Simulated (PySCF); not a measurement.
C2H2BClO, singlet, geometry from GFN2-xTB.

The PySCF input:
```python
from pyscf import gto, scf, dft, tdscf

mol = gto.M(
    atom='''
B    -0.235309    0.050656   -0.318790
C     0.957228    0.976688   -0.098869
C     1.900820    1.699570    0.086752
H     2.727259    2.328126    0.254726
Cl   -0.534056   -1.206342    0.835672
O    -1.084723    0.131474   -1.349141
H    -0.942266    0.817061   -2.001353
''',
    basis='6-31g',
    charge=0,
    spin=0,
    verbose=4,
)

mf = dft.RKS(mol)
mf.xc = 'blyp'
mf.kernel()
td = mf.TDA()
td.nstates = 5
td.kernel()
td.analyze()
```

Question: What is the computed dipole moment (PySCF with BLYP/6-31G, TDA)?

Answer: 3.53 D

Question: Estimate the HOMO-LUMO gap that BLYP/6-31G, TDA returns for this input.

Answer: 4.97 eV

Question: What excitation energies found does BLYP/6-31G, TDA give?

Answer: 5.03, 5.75, 5.97, 6.56, 6.86 eV

Question: What is the computed HOMO energy (BLYP/6-31G, TDA)?

Answer: -6.76 eV
